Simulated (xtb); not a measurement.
Calculation: GFN2-xTB (xtb 6.7.1).

```
xtb start.xyz --ohess tight --gfn 2 --chrg 0 --uhf 0 --iterations 400

# start.xyz
9

Ta     0.000000     0.000000     0.000000
F      0.689838     1.662650     1.268101
F     -2.057981     0.303307     0.721861
O      1.403279    -1.428419     1.109442
H      2.349842    -1.273802     0.970092
O      0.736309     1.113078    -1.859931
H      1.149009     1.974074    -1.693582
O     -0.717200    -1.728553    -1.318395
H     -1.676062    -1.782579    -1.448667
```

Output:

```
[...]
         :::::::::::::::::::::::::::::::::::::::::::::::::::::
         ::                     SUMMARY                     ::
         :::::::::::::::::::::::::::::::::::::::::::::::::::::
         :: total energy             -25.348995288006 Eh    ::
         :: gradient norm              0.000394487232 Eh/a0 ::
         :: HOMO-LUMO gap              5.944014361195 eV    ::
         ::.................................................::
         :: SCC energy               -25.430268425812 Eh    ::
         :: -> isotropic ES            0.153761856057 Eh    ::
         :: -> anisotropic ES         -0.005766317928 Eh    ::
         :: -> anisotropic XC         -0.000733581069 Eh    ::
         :: -> dispersion             -0.004486341055 Eh    ::
         :: repulsion energy           0.081273137807 Eh    ::
         :: add. restraining           0.000000000000 Eh    ::
         :: total charge               0.000000000000 e     ::
         :::::::::::::::::::::::::::::::::::::::::::::::::::::

           -------------------------------------------------
          |                Numerical Hessian                |
           -------------------------------------------------
step length          :   0.00500
SCC accuracy         :   0.30000
Hessian scale factor :   1.00000
frozen atoms in %    :   0.00000    0
RMS gradient         :   0.00039
estimated CPU  time      0.01 min
estimated wall time      0.01 min

writing file <hessian>.

 projected vibrational frequencies (cm⁻¹)
eigval :       -0.00    -0.00    -0.00     0.00     0.00     0.00
eigval :       96.10   114.99   136.01   163.22   208.15   238.26
eigval :      259.31   339.00   378.29   388.28   404.68   406.36
eigval :      431.29   434.18   466.61   537.21   551.08   618.58
eigval :     3613.80  3617.50  3704.23
           -------------------------------------------------
          |                Property Printout                |
           -------------------------------------------------

    * Orbital Energies and Occupations

         #    Occupation            Energy/Eh            Energy/eV
      -------------------------------------------------------------
         1        2.0000           -0.8247545             -22.4427
       ...           ...                  ...                  ...
         8        2.0000           -0.5524375             -15.0326
         9        2.0000           -0.5027678             -13.6810
        10        2.0000           -0.4972690             -13.5314
        11        2.0000           -0.4947640             -13.4632
        12        2.0000           -0.4908443             -13.3566
        13        2.0000           -0.4849267             -13.1955
        14        2.0000           -0.4847200             -13.1899
        15        2.0000           -0.4760597             -12.9542
        16        2.0000           -0.4726935             -12.8626
        17        2.0000           -0.4688361             -12.7577
        18        2.0000           -0.4671452             -12.7117
        19        2.0000           -0.4630632             -12.6006
        20        2.0000           -0.4600443             -12.5184 (HOMO)
        21                         -0.2416058              -6.5744 (LUMO)
        22                         -0.2372347              -6.4555
        23                         -0.1974600              -5.3732
        24                         -0.1812649              -4.9325
        25                         -0.0944486              -2.5701
        26                          0.1127114               3.0670
        27                          0.1243825               3.3846
        28                          0.1917823               5.2187
        29                          0.3549774               9.6594
        30                          0.6506898              17.7062
        31                          0.6874188              18.7056
        32                          0.7743848              21.0721
      -------------------------------------------------------------
                  HL-Gap            0.2184385 Eh            5.9440 eV
             Fermi-level           -0.3508251 Eh           -9.5464 eV

     #   Z          covCN         q      C6AA      α(0)
     1  73 Ta       3.513     1.613   140.411    17.696
     2   9 F        0.659    -0.469    14.449     4.487
     3   9 F        0.659    -0.413    13.705     4.370
     4   8 O        1.527    -0.601    25.287     6.783
     5   1 H        0.819     0.358     0.567     1.182
     6   8 O        1.527    -0.601    25.286     6.783
     7   1 H        0.819     0.358     0.567     1.182
     8   8 O        1.528    -0.602    25.312     6.786
     9   1 H        0.809     0.356     0.575     1.191

 Mol. C6AA /au·bohr⁶  :       1338.057405
 Mol. C8AA /au·bohr⁸  :      69787.624031
 Mol. α(0) /au        :         50.458346

Wiberg/Mayer (AO) data.
largest (>0.10) Wiberg bond orders for each atom

 ---------------------------------------------------------------------------
     #   Z sym  total        # sym  WBO       # sym  WBO       # sym  WBO
 ---------------------------------------------------------------------------
     1  73 Ta   5.081 --     8 O    1.119     4 O    1.089     6 O    1.089
                             3 F    0.885     2 F    0.799
     2   9 F    0.941 --     1 Ta   0.799
     3   9 F    1.035 --     1 Ta   0.885
     4   8 O    2.092 --     1 Ta   1.089     5 H    0.828
     5   1 H    0.872 --     4 O    0.828
     6   8 O    2.092 --     1 Ta   1.089     7 H    0.828
     7   1 H    0.872 --     6 O    0.828
     8   8 O    2.125 --     1 Ta   1.119     9 H    0.839
     9   1 H    0.874 --     8 O    0.839
 ---------------------------------------------------------------------------

Topologies differ in total number of bonds
Writing topology from bond orders to xtbtopo.mol

molecular dipole:
                 x           y           z       tot (Debye)
 q only:        0.711      -0.702      -0.911
   full:        0.670      -0.648      -0.843       3.195
molecular quadrupole (traceless):
                xx          xy          yy          xz          yz          zz
 q only:       -0.503       1.964       0.873       3.026      -2.941      -0.369
  q+dip:       -0.435       2.527       1.016       3.510      -2.794      -0.581
   full:       -0.480       2.619       1.085       3.736      -3.138      -0.605

           -------------------------------------------------
          |                Geometry Summary                 |
           -------------------------------------------------

      molecular mass/u    :      269.9667190
   center of mass at/Å    :        0.0040278      -0.0017517      -0.0608186
  moments of inertia/u·Å² :        0.1877040E+03   0.2224396E+03   0.2228213E+03
rotational constants/cm⁻¹ :        0.8980967E-01   0.7578521E-01   0.7565537E-01

 * 8 selected distances

     #   Z          #   Z                                           value/Å
Molecule has the following symmetry elements: (sigma)
It seems to be the Cs point group
     1  73 Ta       2   9 F                                       1.9044392 (max)
     1  73 Ta       3   9 F                                       1.8734507
     1  73 Ta       4   8 O                                       1.8500891
     4   8 O        5   1 H                                       0.9601332
     1  73 Ta       6   8 O                                       1.8507161
     6   8 O        7   1 H                                       0.9600154
     1  73 Ta       8   8 O                                       1.7797216
     8   8 O        9   1 H                                       0.9539169 (min)

 * 3 distinct bonds (by element types)

   Z      Z             #   av. dist./Å        max./Å        min./Å
   1 H    8 O           3     0.9580218     0.9601332     0.9539169
   8 O   73 Ta          3     1.8268423     1.8507161     1.7797216
   9 F   73 Ta          2     1.8889449     1.9044392     1.8734507

           -------------------------------------------------
          |               Frequency Printout                |
           -------------------------------------------------
 projected vibrational frequencies (cm⁻¹)
eigval :       -0.00    -0.00    -0.00     0.00     0.00     0.00
eigval :       96.10   114.99   136.01   163.22   208.15   238.26
eigval :      259.31   339.00   378.29   388.28   404.68   406.36
eigval :      431.29   434.18   466.61   537.21   551.08   618.58
eigval :     3613.80  3617.50  3704.23
 reduced masses (amu)
   1: 28.98   2: 55.07   3:119.51   4: 91.62   5: 81.73   6: 52.82   7: 15.79   8: 21.69
   9: 44.42  10: 48.25  11: 44.75  12: 16.54  13: 13.11  14: 19.04  15: 20.27  16:  6.56
  17: 10.34  18: 21.09  19:  5.92  20:  7.66  21:  9.96  22: 13.99  23: 24.48  24: 30.66
  25:  1.87  26:  1.87  27:  1.90
 IR intensities (km·mol⁻¹)
   1:  0.69   2:  1.39   3:  0.07   4:  0.40   5:  0.83   6:  0.79   7:  0.91   8:  5.53
   9: 76.21  10: 29.43  11: 33.31  12:  2.48  13: 24.16  14:136.78  15:225.10  16:178.68
  17: 18.48  18:  8.10  19:230.69  20:206.79  21:108.57  22: 66.40  23:  0.49  24:156.83
  25: 15.46  26: 25.80  27: 55.25
 Raman intensities (Ä⁴*amu⁻¹)
   1:  0.00   2:  0.00   3:  0.00   4:  0.00   5:  0.00   6:  0.00   7:  0.00   8:  0.00
   9:  0.00  10:  0.00  11:  0.00  12:  0.00  13:  0.00  14:  0.00  15:  0.00  16:  0.00
  17:  0.00  18:  0.00  19:  0.00  20:  0.00  21:  0.00  22:  0.00  23:  0.00  24:  0.00
  25:  0.00  26:  0.00  27:  0.00
 output can be read by thermo (or use thermo option).
 writing <g98.out> molden fake output.
 recommended (thermochemical) frequency scaling factor: 1.0
           -------------------------------------------------
          |             Thermodynamic Functions             |
           -------------------------------------------------

cs  symmetry found (for desy threshold:  0.10E+00) used in thermo

          ...................................................
          :                      SETUP                      :
          :.................................................:
          :  # frequencies                          21      :
          :  # imaginary freq.                       0      :
          :  linear?                             false      :
          :  only rotor calc.                    false      :
          :  symmetry                               cs      :
          :  rotational number                       1      :
          :  scaling factor                  1.0000000      :
          :  rotor cutoff                   50.0000000 cm⁻¹ :
          :  imag. cutoff                  -20.0000000 cm⁻¹ :
          :.................................................:

    mode    ω/cm⁻¹     T·S(HO)/kcal·mol⁻¹    T·S(FR)/kcal·mol⁻¹   T·S(vib)
   ------------------------------------------------------------------------
       1     96.10    -1.05306 ( 93.17%)    -0.86276 (  6.83%)    -1.04007
       2    114.99    -0.94898 ( 96.55%)    -0.80963 (  3.45%)    -0.94417
       3    136.01    -0.85249 ( 98.21%)    -0.75993 (  1.79%)    -0.85083
       4    163.22    -0.74900 ( 99.13%)    -0.70593 (  0.87%)    -0.74863
       5    208.15    -0.61414 ( 99.67%)    -0.63393 (  0.33%)    -0.61421
       6    238.26    -0.54139 ( 99.81%)    -0.59392 (  0.19%)    -0.54149
       7    259.31    -0.49684 ( 99.86%)    -0.56884 (  0.14%)    -0.49694
   ------------------------------------------------------------------------

   temp. (K)  partition function   enthalpy   heat capacity  entropy
                                   cal/mol     cal/K/mol   cal/K/mol   J/K/mol
 298.15  VIB   330.                 4543.481     27.869     26.698
         ROT  0.233E+06              888.752      2.981     27.541
         INT  0.769E+08             5432.233     30.849     54.239
         TR   0.429E+28             1481.254      4.968     42.659
         TOT                        6913.4873    35.8176    96.8981   405.4217

       T/K    H(0)-H(T)+PV         H(T)/Eh          T*S/Eh         G(T)/Eh
   ------------------------------------------------------------------------
    298.15    0.110173E-01    0.499902E-01    0.460394E-01    0.395079E-02
   ------------------------------------------------------------------------

         :::::::::::::::::::::::::::::::::::::::::::::::::::::
         ::                  THERMODYNAMIC                  ::
         :::::::::::::::::::::::::::::::::::::::::::::::::::::
         :: total free energy         -25.345044493836 Eh   ::
         ::.................................................::
         :: total energy              -25.348995288006 Eh   ::
         :: zero point energy           0.038972875065 Eh   ::
         :: G(RRHO) w/o ZPVE           -0.035022080895 Eh   ::
         :: G(RRHO) contrib.            0.003950794170 Eh   ::
         :::::::::::::::::::::::::::::::::::::::::::::::::::::

optimized geometry written to: xtbopt.xyz

           -------------------------------------------------
          | TOTAL ENERGY              -25.348995288006 Eh   |
          | TOTAL ENTHALPY            -25.299005069606 Eh   |
          | TOTAL FREE ENERGY         -25.345044493836 Eh   |
          | GRADIENT NORM               0.000394479339 Eh/α |
          | HOMO-LUMO GAP               5.944015033554 eV   |
           -------------------------------------------------

------------------------------------------------------------------------
```

Cost: about 0.6 core-seconds (a rough figure).
